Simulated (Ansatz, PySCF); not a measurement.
In(H)(OH)(OMe) (CH₅InO₂), SMILES [O](C)[InH][OH]. Atoms are numbered in the order given.

```xyz
9

In    -0.3073    -0.0363     0.4941
H     -1.5132    -0.5070     1.6217
O      1.2606     1.2375     0.6600
H      1.2863     1.6220     1.5571
O     -0.2714    -0.7679    -1.3835
C      0.7253    -0.3777    -2.3062
H      1.3051    -1.2670    -2.6504
H      0.2576     0.0766    -3.2119
H      1.4574     0.3607    -1.9048
```
Charge 0, spin multiplicity 1.

The structure is a stationary point at PBE-D3(BJ)/def2-SVP. The def2 effective core potentials stand for the cores of In; spin–orbit coupling is left out. Other conformers were not sampled.

Vertical ionisation energy (IE) and electron affinity (EA) in eV. Rows of orbital energies are one-electron estimates. Where ΔSCF, EOM or ADC give a negative EA the extra electron is unbound and the value depends on the basis.

```json
[
 {"level": "−ε(HOMO), −ε(LUMO), HF/def2-TZVP (PySCF)", "IE": "11.08", "EA": "-0.96"},
 {"level": "−ε(HOMO), −ε(LUMO), PBE/def2-TZVP (PySCF)", "IE": "5.83", "EA": "2.17"},
 {"level": "ΔSCF, PBE0/def2-SVPD (Ansatz), final states of multiplicity 2 and 2", "IE": "9.46", "EA": "-0.19"},
 {"level": "ΔSCF, PBE/def2-SVPD (Ansatz), final states of multiplicity 2 and 2", "IE": "9.18", "EA": "-0.06"}
]
```

What vertical singlet–triplet gap does ΔSCF give with PBE0/def2-SVPD (Ansatz, a program for electronic structure) and with PBE/def2-SVPD (Ansatz)? (Estimate from the structure and the level; the computed values follow.)

4.64 and 4.19 eV (triplet above singlet where positive).
